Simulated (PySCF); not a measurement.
C3HBrClF, SMILES ClC=C=C(F)Br.

The structure is a stationary point at PBE-D3(BJ)/def2-SVP. This is a generated structure with no PubChem entry under its InChIKey; it may be hypothetical.

Two levels are set side by side: TDDFT-PBE/def2-SVPD (PySCF) and TDDFT-B3LYP/def2-SVPD (PySCF). Vertical, same geometry. The lowest singlet is HOMO→LUMO 100 % with PBE and HOMO→LUMO 98 % with the other functional; states are paired by order. Differences are taken from unrounded values.

```
quantity                               TDDFT-B3LYP
-------------------------------------  -----------
lowest singlet excitation (eV)                4.30
lowest triplet excitation (TDA) (eV)          3.75
first bright state (f over 0.05) (eV)         5.94
its oscillator strength                       0.08
```

Q: What does TDDFT-PBE give, and how far is it from TDDFT-B3LYP? (Estimate from the structure and the level; the computed values follow.)

A: 
| quantity | TDDFT-PBE | TDDFT-PBE minus TDDFT-B3LYP |
|---|---|---|
| lowest singlet excitation (eV) | 4.08 | -0.22 |
| lowest triplet excitation (TDA) (eV) | 3.65 | -0.10 |
| first bright state (f over 0.05) (eV) | 5.60 | -0.34 |
| its oscillator strength | 0.40 | 0.32 |

A lower first singlet is the usual sign of a functional without exact exchange. Differences between two approximate levels are no errors against the true value.

Rough cost on one machine, each run with all the roots and properties that it gave: TDDFT-B3LYP against TDDFT-PBE about 4 times.
